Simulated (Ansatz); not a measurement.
Cartesian coordinates in Å:
```
C 1.865 -1.865 0.917
C 0.974 -1.697 -0.303
N -0.053 -0.676 -0.179
C -1.141 -0.992 0.729
C -2.328 -0.062 0.581
Ge 0.319 1.039 -0.609
F 1.917 0.976 -1.289
O -0.751 1.761 -1.785
C -1.044 1.062 -2.978
O 0.302 2.213 0.691
C 1.129 2.008 1.817
H 2.430 -0.950 1.112
H 1.286 -2.108 1.811
H 2.583 -2.674 0.758
H 1.594 -1.466 -1.171
H 0.469 -2.647 -0.524
H -0.813 -0.990 1.779
H -1.460 -2.020 0.510
H -2.068 0.972 0.829
H -2.719 -0.080 -0.438
H -3.126 -0.367 1.261
H -1.315 0.017 -2.788
H -0.196 1.083 -3.671
H -1.892 1.560 -3.452
H 0.941 1.041 2.299
H 0.906 2.798 2.537
H 2.191 2.067 1.557
```

The species carries charge 0 and has multiplicity 1.

Problem. List the PBE0/def2-TZVPP orbital energies in eV (Ansatz). (Best estimate.)

Solution. Ansatz gave: Occupied: -10861.03, -1359.10, -1208.95, -1208.92, -1208.90, -673.09, -522.77, -522.70, -391.49, -279.41, -279.30, -279.14, -279.02, -278.04, -277.93, -172.04, -121.91, -121.83, -121.80, -35.16, -34.90, -34.77, -34.65, -34.64, -31.77, -28.31, -27.83, -25.51, -21.72, -20.23, -19.41, -18.77, -17.79, -17.03, -15.11, -13.85, -13.60, -13.52, -13.15, -12.84, -12.60, -12.50, -12.41, -11.98, -11.85, -11.40, -11.33, -11.21, -11.05, -10.50, -10.17, -10.07, -9.60, -9.00, -8.85, -8.36, -8.11, -6.68. Lowest empty: 0.52, 1.01, 1.35, 1.42, 1.89, 2.28, 2.52, 2.69.
